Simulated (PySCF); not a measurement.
# Distorted geometries of [Ce(NH3)2]3+

[Ce(NH3)2]3+ (singlet in the valence; each metal's 4f electrons, 1 of them, lie in its core potential, out of spins and levels). PySCF 2.14.0, RKS BP86, Ce lcecp-1-SVP with ECP47, N def2-SVP, H def2-SVP; non-relativistic Hamiltonian with scalar-relativistic core potentials where named; density fitting; no spin-orbit coupling. Relaxed geometry:

```xyz
9

Ce    0.4224   -1.0857   -0.0002
N    -0.0691    0.1862    2.1063
H     0.6619    0.8771    2.4087
H    -0.9465    0.7628    2.1119
H    -0.1826   -0.4133    2.9618
N    -0.0683    0.1862   -2.1059
H     0.6060    0.0115   -2.8926
H    -0.9964   -0.0178   -2.5542
H    -0.0735    1.2338   -2.0359
```

Question: Order these distorted geometries by energy above the relaxed one, lowest first.
A.
```xyz
9

Ce    0.3482   -1.0131   -0.1138
N    -0.0230    0.2755    2.0663
H     0.5788    0.8549    2.5391
H    -0.9405    0.6867    2.1791
H    -0.1337   -0.3599    2.9531
N    -0.0497    0.0977   -2.1713
H     0.6007    0.0204   -2.8443
H    -1.0016    0.0182   -2.5023
H    -0.0254    1.1604   -2.1060
```
B.
```xyz
9

Ce    0.3582   -1.1823   -0.0321
N    -0.0510    0.2300    2.1323
H     0.7643    0.9433    2.4491
H    -0.9796    0.8055    2.1129
H    -0.1984   -0.4029    2.9971
N    -0.0499    0.1551   -2.0586
H     0.6333   -0.0264   -2.9413
H    -1.0323   -0.0412   -2.5949
H    -0.0908    1.2598   -2.0645
```
C.
```xyz
9

Ce    0.3856   -1.1066   -0.0182
N    -0.0973    0.1559    2.1126
H     0.6684    0.9265    2.3901
H    -0.9487    0.8113    2.1398
H    -0.1985   -0.3927    2.9208
N    -0.0332    0.1344   -2.0797
H     0.5967    0.0086   -2.8720
H    -0.9870   -0.0295   -2.5894
H    -0.0321    1.2327   -2.0040
```

Answer: C (0.32 eV), B (0.48 eV), A (1.00 eV).

Question: Which forces (eV/Å) act in the one that lies 0.48 eV up?

Answer: 
```
Ce  -0.03  0.43  0.61
N    0.21  0.73  0.75
H   -1.86 -1.38 -0.59
H    1.43 -0.51  0.12
H    0.28  0.77 -0.78
N   -0.98  0.95 -3.34
H   -1.13  0.35  1.80
H    1.85  0.28  1.19
H    0.23 -1.61  0.24
```
Forces carry noise of the integration grid, about 0.01 to 0.03 eV/Å.

A frequency check found unstable modes (1, the lowest at -56 cm⁻¹), so the relaxed geometry is probably a saddle point. An lcecp potential fixes the number of 4f electrons, so in runs with it no electron can move into or out of that shell.
